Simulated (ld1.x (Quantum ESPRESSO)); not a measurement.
**Which change was made? (O, TM)**

| Quantity | Value |
| --- | --- |
| Element | O |
| Generator | ld1.x (Quantum ESPRESSO) 7.5 |
| Type | norm-conserving Troullier–Martins (Kleinman–Bylander form) |
| Functional | LDA (PZ) |
| Relativity | scalar-relativistic |
| Frozen core | [He] |
| Valence charge | 6 |
| Reference configuration | 2s2 2p4 |
| Partial waves | 2p (bound): rc 0.95 bohr; 2s (bound): rc 0.75 bohr |
| Local potential | the s channel |
| Core correction | Bessel-smoothed model core inside 0.35 bohr |

Cutoffs, loose and tight: the cutoffs (Ry, on a coarse ladder) from which the occupation-weighted sum of valence levels, in a spherical-Bessel basis at the reference potential, stays within 10 and 1 mRy of its value at 400 Ry. They do not see the model core or the augmentation charge, which bear on the density cutoff. Test errors are all-electron minus pseudo excitation energies from the reference, over the configurations 2s2 2p3; 2s2 2p2; 2s2 2p1; 2s1 2p4; 2s0 2p6; 2s1 2p5; 2s2 2p4.3 (two spin-polarised tests are not counted in the largest error); variants that change the core or the reference have their own tests.

The base gives: outcome: generated; cutoff, loose: 140 Ry; cutoff, tight: 230 Ry; bound ghosts: none; largest test error (meV): +63.

(1) After one change the result is: outcome: generated; cutoff, loose: 160 Ry; cutoff, tight: 300 Ry; bound ghosts: none; largest test error (meV): +27. Which change was it?
A. all radii but the core radius scaled by about 1.09 (s 0.82, p 1.04 bohr)
B. all radii but the core radius scaled by about 1.33 (s 1.00, p 1.26 bohr)
C. all radii but the core radius scaled by about 0.75 (s 0.56, p 0.72 bohr)
D. all radii but the core radius scaled by about 0.88 (s 0.66, p 0.84 bohr)

Answers

(1) D. The others give: all radii but the core radius scaled by about 1.09 (s 0.82, p 1.04 bohr) → outcome: generated; cutoff, loose: 110 Ry; cutoff, tight: 200 Ry; bound ghosts: none; largest test error (meV): +129 | all radii but the core radius scaled by about 0.75 (s 0.56, p 0.72 bohr) → outcome: generated; cutoff, loose: 230 Ry; cutoff, tight: over 300 Ry; bound ghosts: none; largest test error (meV): +39 | all radii but the core radius scaled by about 1.33 (s 1.00, p 1.26 bohr) → outcome: generated; cutoff, loose: 90 Ry; cutoff, tight: 160 Ry; bound ghosts: none; largest test error (meV): +382.
